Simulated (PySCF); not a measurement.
A structure optimised at PBE-D3(BJ)/def2-TZVPD, used in a PySCF frequency run:

```
Be
H 1 1.3413
H 1 1.3413 2 180.00
```

Question: Write its SMILES, formula and point group.

Answer: [BeH2], BeH2, D∞h

Question: What are its rotational constants (standard atomic weights)?

Answer: 139.35 GHz (linear rotor, B only)
